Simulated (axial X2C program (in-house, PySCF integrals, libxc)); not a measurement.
**Nuclear properties of ZrSi⁻**

Computed with an in-house all-electron X2C program for linear molecules (integrals from PySCF): two-component X2C with atomic mean-field Coulomb and Gaunt terms, Gaussian nuclei, basis Zr dyall-acv3z, Si dyall-av3z with contracted cores.

R = 2.672 Å (near the PBE0 minimum at charge -1 of the determinant lowest at the starting distance; the state shown can have its own minimum elsewhere).

Determinant lowest in the PBE0 search, Ω = 1/2 (⟨Sz⟩ = -1.49, ⟨Lz⟩ = 1.99 at PBE0), spin on the atoms Zr -0.86, Si -0.64:

| level | Eeff magnitude (GV/cm) | Ws magnitude Zr (kHz) | A∥/gI Zr (MHz) | qzz Zr (a.u.) | A∥/gI Si (MHz) | qzz Si (a.u.) |
| --- | --- | --- | --- | --- | --- | --- |
| PBE0 | 1.16 | 1.18 | 495 | -1.20 | 212 | -1.42 |
| HF | 3.11 | 3.23 | 331 | -1.41 | 260 | -1.44 |
| PBE | 0.655 | 0.648 | 598 | -1.36 | 219 | -1.31 |
| B3LYP | 0.597 | 0.646 | 709 | -1.08 | 174 | -1.37 |
| BHandHLYP | 1.66 | 1.7 | 634 | -1.21 | 192 | -1.36 |

Determinant 0.03 eV from it at PBE0 and this distance, Ω = 3/2 (⟨Sz⟩ = -1.50, ⟨Lz⟩ = 3.00 at PBE0), spin on the atoms Zr -1.05, Si -0.45:

```csv
level,Eeff magnitude (GV/cm),Ws magnitude Zr (kHz),A∥/gI Zr (MHz),qzz Zr (a.u.),A∥/gI Si (MHz),qzz Si (a.u.)
PBE0,0.547,0.258,146,-0.37,95.7,-0.20
HF,4.44,1.49,27.8,-0.92,109,0.04
PBE,0.578,0.105,102,-0.57,91.8,-0.41
B3LYP,0.115,0.0473,172,-0.38,87.4,-0.25
BHandHLYP,1.73,0.623,213,-0.33,91.2,0.03
```

Eeff is the effective electric field on the electron electric dipole moment in this Ω state and Ws the scalar–pseudoscalar constant of the nucleus named (defined with the proton number Z and per Ω); A∥ (defined per Ω) follows by multiplying with gI = μI/(I μN); qzz is the electric field gradient, eQq0 = 234.96 MHz × Q/barn × qzz. The operators were transformed with the bare-nucleus X2C matrices; with these basis sets, hyperfine constants and field gradients can be off by tens of per cent, and where levels differ in sign neither size nor sign is settled.

(1) With Q(91Zr) = -0.176 barn, gI(29Si) = -1.1106 (g factors from the IAEA table of nuclear moments by Stone; Q from Pyykkö, Mol. Phys. 2018), turn the PBE0 values of the first state into constants in MHz.

Each state is one determinant with collinear spin, which with several unpaired electrons need not be a pure state. Unrestricted Hartree–Fock can overshoot spin polarisation at the nuclei. In the state Ω = 3/2 the sign of Eeff differs between levels (PBE, B3LYP against PBE0). For an anion, determinants above electron detachment, or with a positive highest level, are held by the basis set. With several open shells hyperfine constants can be off by a factor of several. Where Eeff spreads by more than a factor of two the levels disagree and none is to be relied on. At B3LYP, PBE a later determinant lies lower. States lie within half an eV, so the first need not be the ground state. The sign of Ws at Zr differs between levels in the second state. Further determinants of the search, some of them spin-mixed, are not shown. Where a field gradient or hyperfine factor spreads by more than a factor of two over the levels, a constant derived from it is not to be relied on. PBE0 term energies can be off by some tenths of an eV.

Results:

(1) eQq0(91Zr) = 234.96 × (-0.176) × (-1.20) = 49.6 MHz; A∥(29Si) = 212 × -1.1106 = -235 MHz.
